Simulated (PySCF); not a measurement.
Steps of a relaxation of [Ce(NH2)4]−

[Ce(NH2)4]− (singlet in the valence; each metal's 4f electrons, 1 of them, lie in its core potential, out of spins and levels). PySCF 2.14.0, RKS PBE0, Ce lcecp-1-SVP with ECP47, N def2-SVP, H def2-SVP; non-relativistic Hamiltonian with scalar-relativistic core potentials where named; density fitting; no spin-orbit coupling. Origin of the start: displaced along the imaginary mode. Columns: position (Å) and force (eV/Å). Energies are counted from the last step; some of the 25 steps are shown. Forces carry noise of the integration grid, about 0.01 to 0.03 eV/Å.

Run from Python with OMP_NUM_THREADS=2. Where DIIS fails, smearing, a level shift and second-order steps follow.
It took 2.1 min on 2 threads of AMD EPYC 9R45 96-Core Processor (Zen 5), with other jobs on the host, from the converged density of the start.

```xyz
13
step 0  E = 0.256 eV
Ce    0.0000    0.0000    0.0000     0.00    0.00    0.00
N     1.2142    1.4430    1.4459     0.73    0.53    0.61
H     1.4106    1.2781    2.4662    -0.09    0.36   -1.19
H     1.8318    2.2372    1.1363    -0.62   -0.92    0.57
N    -1.2142   -1.4459    1.4430    -0.73   -0.61    0.53
H    -1.8318   -1.1363    2.2372     0.62   -0.57   -0.92
H    -1.4106   -2.4662    1.2781     0.09    1.19    0.36
N     1.2142   -1.4430   -1.4459     0.73   -0.53   -0.61
H     1.8318   -2.2372   -1.1363    -0.62    0.92   -0.57
H     1.4106   -1.2781   -2.4662    -0.09   -0.36    1.19
N    -1.2142    1.4459   -1.4430    -0.73    0.61   -0.53
H    -1.4106    2.4662   -1.2781     0.09   -1.19   -0.36
H    -1.8318    1.1363   -2.2372     0.62    0.57    0.92
```

```xyz
13
step 8  E = 0.027 eV
Ce    0.0000    0.0000    0.0000     0.00    0.00    0.00
N     1.3220    1.3819    1.4039     0.10    0.06   -0.14
H     1.3162    1.3882    2.4234     0.01    0.03    0.10
H     2.1079    1.9848    1.1381    -0.10   -0.11    0.04
N    -1.3220   -1.4039    1.3819    -0.10    0.14    0.06
H    -2.1079   -1.1381    1.9848     0.10   -0.04   -0.11
H    -1.3162   -2.4234    1.3882    -0.01   -0.10    0.03
N     1.3220   -1.3819   -1.4039     0.10   -0.06    0.14
H     2.1079   -1.9848   -1.1381    -0.10    0.11   -0.04
H     1.3162   -1.3882   -2.4234     0.01   -0.03   -0.10
N    -1.3220    1.4039   -1.3819    -0.10   -0.14   -0.06
H    -1.3162    2.4234   -1.3882    -0.01    0.10   -0.03
H    -2.1079    1.1381   -1.9848     0.10    0.04    0.11
```

```xyz
13
step 16  E = 0.002 eV
Ce    0.0000    0.0000    0.0000     0.00    0.00    0.00
N     1.4033    1.3143    1.3857     0.00   -0.02    0.02
H     1.3466    1.4841    2.3914     0.01    0.00   -0.01
H     2.2906    1.7303    1.0952     0.00    0.02   -0.01
N    -1.4034   -1.3857    1.3143     0.00   -0.02   -0.02
H    -2.2905   -1.0952    1.7303    -0.01    0.01    0.02
H    -1.3465   -2.3914    1.4842    -0.01    0.01    0.00
N     1.4033   -1.3143   -1.3857     0.00    0.02   -0.02
H     2.2906   -1.7303   -1.0952     0.00   -0.02    0.01
H     1.3466   -1.4841   -2.3914     0.01    0.00    0.01
N    -1.4034    1.3857   -1.3143     0.00    0.02    0.02
H    -1.3465    2.3914   -1.4842    -0.01   -0.01    0.00
H    -2.2905    1.0952   -1.7303    -0.01   -0.01   -0.02
```

Problem. Where does the relaxation end?

Solution. It converges at step 24 in S4:
```xyz
13
step 24  E = 0
Ce   -0.0001    0.0000    0.0000
N     1.4162    1.2942    1.3919
H     1.3923    1.4758    2.3963
H     2.2780    1.7361    1.0628
N    -1.4164   -1.3919    1.2941
H    -2.2784   -1.0629    1.7358
H    -1.3917   -2.3965    1.4763
N     1.4162   -1.2942   -1.3919
H     2.2780   -1.7361   -1.0628
H     1.3923   -1.4758   -2.3963
N    -1.4164    1.3919   -1.2941
H    -1.3917    2.3965   -1.4763
H    -2.2784    1.0629   -1.7358
```

Problem. How did the contacts change?

Solution. 
```csv
contact,start (Å),end (Å)
Ce1–N2 (NH2),2.376,2.370
Ce1–N5 (NH2),2.376,2.370
Ce1–N8 (NH2),2.376,2.370
Ce1–N11 (NH2),2.376,2.370
```


An lcecp potential fixes the number of 4f electrons, so in runs with it no electron can move into or out of that shell.
